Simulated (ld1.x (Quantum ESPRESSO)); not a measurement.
# What the settings do to the TM potential of Se (Z = 34)

Base potential:

```json
{
 "Element": "selenium (Se)",
 "Generator": "ld1.x (Quantum ESPRESSO) 7.5",
 "Type": "norm-conserving Troullier–Martins (Kleinman–Bylander form)",
 "Functional": "LDA (PZ)",
 "Relativity": "scalar-relativistic",
 "Frozen core": "[Ar] 3d10",
 "Valence charge": "6",
 "Reference configuration": "4s2 4p4",
 "Partial waves": "4s (bound): rc 1.45 bohr; 4p (bound): rc 1.85 bohr; 4d channel at 0.05 Ry: rc 1.60 bohr",
 "Local potential": "the d channel",
 "Core correction": "none"
}
```

Cutoffs, loose and tight: the cutoffs (Ry, on a coarse ladder) from which the occupation-weighted sum of valence levels, in a spherical-Bessel basis at the reference potential, stays within 10 and 1 mRy of its value at 400 Ry. They do not see the model core or the augmentation charge, which bear on the density cutoff. Test errors are all-electron minus pseudo excitation energies from the reference, over the configurations 4s2 4p3; 4s2 4p2; 4s2 4p1; 4s2 4p0; 4s2 4p4.3; 4s1 4p4; 4s0 4p6 (two spin-polarised tests are not counted in the largest error). A dash means not determined; rows that change the core or the reference have their own tests. The largest error is taken over the tests solved by every variant that gives reliable tests at all: 4s0 4p6; 4s1 4p4; 4s2 4p2; 4s2 4p3; 4s2 4p4.3.

A true bound ghost makes a file unfit for plane-wave use even where its test errors are small: the radial tests pick states by their node count and pass the ghost by. Where a test does run into it, the solver fails or the error is huge.

```csv
change,outcome,"cutoff, loose","cutoff, tight",bound ghosts,largest test error (meV)
base,generated,25 Ry,55 Ry,"s, p",+19
wave 4s (bound): rc 1.45 bohr becomes 4s (bound): rc 0.94 bohr,generated,260 Ry,over 300 Ry,"s, p",+184
functional PBE,generated,25 Ry,55 Ry,"s, p",-31
wave 4p (bound): rc 1.85 bohr becomes 4p (bound): rc 1.58 bohr,generated,25 Ry,55 Ry,"s, p",+18
"all radii scaled by about 0.91 (s 1.32, p 1.70, d 1.46 bohr)",generated,40 Ry,90 Ry,"s, p",+29
wave 4d channel at 0.05 Ry: rc 1.60 bohr becomes 4d channel at 0.05 Ry: rc 1.74 bohr,generated,30 Ry,55 Ry,p,+16
reference 4s2 4p2,generated,40 Ry,55 Ry,none,+100
```

(1) What comes out with this change to the base: type RRKJ; rho0 0.005?

## Answers

(1) outcome: generated; cutoff, loose: 35 Ry; cutoff, tight: 70 Ry; bound ghosts: s, p; largest test error (meV): +15.
